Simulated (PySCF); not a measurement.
Debugging a PySCF script (ZnCl)

```python
from pyscf import gto, dft

mol = gto.M(
    atom='Zn 0 0 0; Cl 0 0 2.31',
    basis='def2-svp',
    charge=0,
    spin=1,
    symmetry=True,
    verbose=4,
)
mf = dft.UKS(mol, xc='pw91')
mf = mf.density_fit(auxbasis='def2-universal-jkfit')
mf.max_cycle = 3
mf.kernel()
mf.dip_moment()
print('orbital energies (hartree):', [e[max(0, n-3):n+3].round(4) for e, n in zip(mf.mo_energy, mol.nelec)])
```

```bash
$ python input.py
```

The log, shortened:

```
[earlier lines left out]
XC library pyscf.dft.libxc version 7.0.0
    S. Lehtola, C. Steigemann, M. J.T. Oliveira, and M. A.L. Marques.,  SoftwareX 7, 1–5 (2018)
XC functionals = pw91
    J. P. Perdew. In P. Ziesche and H. Eschrig, editors, Proceedings of the 75. WE-Heraeus-Seminar and 21st Annual International Symposium on Electronic Structure of Solids, 11. Berlin, 1991. Akademie Verlag.
    J. P. Perdew, J. A. Chevary, S. H. Vosko, K. A. Jackson, M. R. Pederson, D. J. Singh, and C. Fiolhais.,  Phys. Rev. B 46, 6671 (1992)
    J. P. Perdew, J. A. Chevary, S. H. Vosko, K. A. Jackson, M. R. Pederson, D. J. Singh, and C. Fiolhais.,  Phys. Rev. B 48, 4978 (1993)
    J. P. Perdew. In P. Ziesche and H. Eschrig, editors, Proceedings of the 75. WE-Heraeus-Seminar and 21st Annual International Symposium on Electronic Structure of Solids, 11. Berlin, 1991. Akademie Verlag.
    J. P. Perdew, J. A. Chevary, S. H. Vosko, K. A. Jackson, M. R. Pederson, D. J. Singh, and C. Fiolhais.,  Phys. Rev. B 46, 6671 (1992)
    J. P. Perdew, J. A. Chevary, S. H. Vosko, K. A. Jackson, M. R. Pederson, D. J. Singh, and C. Fiolhais.,  Phys. Rev. B 48, 4978 (1993)
radial grids:
    Treutler-Ahlrichs [JCP 102, 346 (1995); DOI:10.1063/1.469408] (M4) radial grids

becke partition: Becke, JCP 88, 2547 (1988); DOI:10.1063/1.454033
pruning grids: <function nwchem_prune>
grids dens level: 3
symmetrized grids: True
atomic radii adjust function: <function treutler_atomic_radii_adjust>
small_rho_cutoff = 0
Freeze 0 electrons in irreps []
    47 free electrons in irreps A1 E1x E1y E2x E2y E3x E3y
Set gradient conv threshold to 3.16228e-05
tot grids = 39520
init E= -2238.92634852094

cycle= 1 E= -2239.25361889649  delta_E= -0.327  |g|= 0.366  |ddm|= 1.11

cycle= 2 E= -2238.40335677469  delta_E= 0.85  |g|= 1.13  |ddm|= 1.99
cycle= 3 E= -2239.32458937795  delta_E= -0.921  |g|= 0.116  |ddm|= 1.72
SCF not converged.
SCF energy = -2239.32458937795 after 3 cycles  <S^2> = 0.75052357  2S+1 = 2.0005235
Dipole moment(X, Y, Z, Debye):  0.00000,  0.00000, -4.64324
orbital energies (hartree): [array([-0.2554, -0.2554, -0.1913, -0.0057, -0.0057,  0.0494]), array([-0.3043, -0.2522, -0.2522, -0.1631,  0.0198,  0.0198])]
```

Q: Which setting is at fault, why, and what does a mended input give?

A: The cycle limit (3): the limit is below the number of cycles that the SCF needs. With this edit
```diff
- mf.max_cycle = 3
```
the run finishes: E(SCF) = -2239.330512 Eh, 11 cycles, ⟨S²⟩ = 0.752, μz(SCF) = -3.38 D.

The bond length is a typed value, not an optimised one. No search for the lowest solution was made.
